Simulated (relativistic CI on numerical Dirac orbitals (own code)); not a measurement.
# Au3+: resonant inelastic scattering at the L2,3 edge

Computed with this model: Dirac-Coulomb-Breit CI, orbitals from a KLI potential per configuration, model QED (radiative potential, 1s self-energy scaled to tabulated hydrogen-like ionisation energies), valence Slater integrals scaled by 0.7, Kramers-Heisenberg scattering through one core-hole configuration in a parametric crystal field; configurations [Xe] 4f14 5d8 → [He] 2s2 2p5 3s2 3p6 3d10 4s2 4p6 4d10 4f14 5s2 5p6 5d9; 300 K; core-hole width 3 eV; summed over polarisations. Incident energies are the highest absorption maxima for each field (at most a few, so the weaker spin-orbit partner edge can be absent), on the computed scale of the free ion. Intensities are in per cent of the strongest line above 0.02 eV; levels within 1 cm⁻¹ are merged; final levels count from the ground level, the first row holds all elastic scattering, lines under 0.4 are left out and each table stops after 24 rows. The scale of the Slater integrals is a model choice and moves the terms in proportion.

Field parameters in Wybourne normalisation: D3d B²₀ = −7Dσ, B⁴₀ = −14Dq − 21Dτ, B⁴₃ = −14√(10/7) Dq. The field is a parameter set, without covalency.

S is read from ⟨S²⟩ = S(S + 1).

D3d, 10Dq = 24000, Dσ = -1200, Dτ = -260 cm⁻¹:

```tsv
Final level (eV)	Degeneracy	Irrep	S	11916.9 eV
0.000	1	A1	0.99	491.3
0.011	2	E	0.99	58.4
1.134	2	E	0.28	72.3
2.170	1	A1	0.41	22.2
2.590	2	E	0.97	100.0
2.610	1	A2	0.97	41.0
2.618	2	E	0.94	78.9
2.910	1	A1	0.88	46.3
3.113	2	E	0.85	80.5
3.546	1	A2	1.00	39.7
3.919	2	E	0.87	46.5
4.104	2	E	0.92	23.3
4.172	1	A1	0.82	17.0
4.285	1	A2	0.99	4.0
4.332	2	E	0.64	31.2
4.359	1	A1	0.90	14.9
4.556	2	E	0.88	39.0
4.725	1	A1	0.52	13.0
5.000	2	E	0.30	13.7
5.124	1	A2	0.25	6.5
6.179	1	A2	0.94	0.7
6.311	2	E	0.94	1.3
6.673	2	E	0.87	1.8
6.809	1	A1	0.53	1.5
```

D3d, 10Dq = 24000, Dσ = -860, Dτ = -260 cm⁻¹:

```tsv
Final level (eV)	Degeneracy	Irrep	S	11916.9 eV
0.000	1	A1	0.99	533.6
0.008	2	E	0.99	56.4
1.135	2	E	0.28	78.8
2.176	1	A1	0.40	24.5
2.601	2	E	0.96	100.0
2.611	1	A2	0.97	46.2
2.629	2	E	0.95	92.4
2.920	1	A1	0.89	50.3
3.101	2	E	0.86	91.5
3.532	1	A2	1.00	41.1
3.940	2	E	0.89	51.7
4.105	2	E	0.93	20.3
4.164	1	A1	0.84	22.3
4.240	1	A2	0.98	4.2
4.315	1	A1	0.88	11.4
4.361	2	E	0.64	34.0
4.527	2	E	0.86	41.6
4.679	1	A1	0.53	14.2
4.970	2	E	0.28	14.7
5.087	1	A2	0.24	7.4
6.226	1	A2	0.95	0.6
6.346	2	E	0.95	1.2
6.668	2	E	0.87	2.0
6.804	1	A1	0.59	1.6
```

D3d, 10Dq = 24000, Dσ = -510, Dτ = -260 cm⁻¹:

```tsv
Final level (eV)	Degeneracy	Irrep	S	11916.9 eV
0.000	1	A1	0.99	560.7
0.005	2	E	0.99	52.6
1.136	2	E	0.27	82.7
2.181	1	A1	0.38	25.9
2.608	2	E	0.96	100.0
2.612	1	A2	0.96	49.9
2.643	2	E	0.96	99.9
2.933	1	A1	0.89	53.0
3.092	2	E	0.87	99.2
3.522	1	A2	1.00	41.5
3.963	2	E	0.90	55.4
4.111	2	E	0.94	16.9
4.148	1	A1	0.86	27.9
4.199	1	A2	0.98	4.2
4.284	1	A1	0.85	6.7
4.394	2	E	0.67	37.0
4.503	2	E	0.82	42.1
4.637	1	A1	0.54	14.9
4.949	2	E	0.26	15.0
5.052	1	A2	0.22	8.0
6.283	1	A2	0.96	0.5
6.382	2	E	0.96	1.1
6.667	2	E	0.87	2.1
6.798	1	A1	0.64	1.6
```

For the first field the strongest loss at the lowest incident energy is the level at 2.59 eV (S = 0.97, against 0.99 in the thermal ground state). Levels of other spin, the first over 8 % at 1.13 eV, appear because spin-orbit coupling of the core hole, and in heavier ions of the valence shell too, mixes spins.
